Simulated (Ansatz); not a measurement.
```yaml
crystal:
  periodic: [false, false, false]
  atoms:
    - {symbol: O, position_ang: [-1.050692, 1.092064, 0.726907]}
    - {symbol: Ti, position_ang: [0.157042, 0.169850, -0.215297]}
    - {symbol: O, position_ang: [1.652967, 0.019133, 0.761250]}
    - {symbol: O, position_ang: [-0.462689, -1.459931, -0.611926]}
    - {symbol: F, position_ang: [0.491831, 1.019329, -1.729645]}
    - {symbol: H, position_ang: [-1.681859, 1.776027, 0.500603]}
    - {symbol: H, position_ang: [-0.953436, -1.895115, -0.075297]}
    - {symbol: H, position_ang: [-1.253436, -1.945115, -0.375297]}
basis:
  gaussian: {orbitals: def2-TZVPD}
hamiltonian: {xc: {name: BHLYP}, dispersion: d3bjatm}
accuracy: high
output: {forces: true}
```

```sh
$ ansatz run in.yaml --threads 4 --pin off --events-out ev --progress --plain --max-ram 10444MiB
```

Shortened log:

```
Functional definition: BHLYP
  name "BHLYP"
  cite "Becke, J. Chem. Phys. 98, 1372 (1993) doi:10.1063/1.464304"
  cite "Becke, Phys. Rev. A 38, 3098 (1988) doi:10.1103/PhysRevA.38.3098"
  cite "Lee, Yang & Parr, Phys. Rev. B 37, 785 (1988) doi:10.1103/PhysRevB.37.785"
  parameter a = 0.5
  exchange = (1 - a)*b88_x + a*exact_x
  correlation = lyp_c
3785 factors; integrals over basis functions are off by at most 6.1e-9 eV
mean field evaluation 1: about -31993.8562 eV, gradient 1.0e2 eV
mean field evaluation 2: about -31710.7647 eV, gradient 4.0e2 eV
mean field evaluation 4: about -32010.9680 eV, gradient 3.2e1 eV
mean field evaluation 8: about -32012.6726 eV, gradient 4.8e-1 eV
mean field evaluation 16: about -32012.9647 eV, gradient 4.2e-3 eV
mean field evaluation 32: about -32012.9647 eV, gradient 1.5e-7 eV
mean field -32012.96468551 eV, -1176.4547530257 hartree, gradient 5.6e-8 eV, S^2 0.000000; 0 other end points of the search recorded, 0 dependent functions left out
the calculation of the forces begins
reference -32012.96471530 eV, -1176.4547541203 hartree; 29, 29 occupied and 206, 206 virtual orbitals, 3785 factors
Total energy: -32013.17572627 eV, -1176.4625086304 hartree
Atom 0 at    -1.050692     1.092064     0.726907 Å, force    -1.177358     0.277950     0.156771 eV/Å
Atom 1 at     0.157042     0.169850    -0.215297 Å, force     8.716076     6.141405     4.886262 eV/Å
Atom 2 at     1.652967     0.019133     0.761250 Å, force    -5.309612    -0.009282    -3.364785 eV/Å
Atom 3 at    -0.462689    -1.459931    -0.611926 Å, force     3.759505    -0.334269    -7.924225 eV/Å
Atom 4 at     0.491831     1.019329    -1.729645 Å, force    -0.137064    -0.077797    -0.587317 eV/Å
Atom 5 at    -1.681859     1.776027     0.500603 Å, force     0.311403    -0.320327     0.135516 eV/Å
Atom 6 at    -0.953436    -1.895115    -0.075297 Å, force    27.774772    -0.115432    40.560952 eV/Å
Atom 7 at    -1.253436    -1.945115    -0.375297 Å, force   -33.937721    -5.562248   -33.863175 eV/Å
Dipole moment:    -1.675194    -1.102253    -0.337650 e Å
```

Question: Something in this input is off. What?

Answer: One atom was put on top of another. The calculation finished and met its thresholds. The result belongs to that input, not to the molecule as meant.
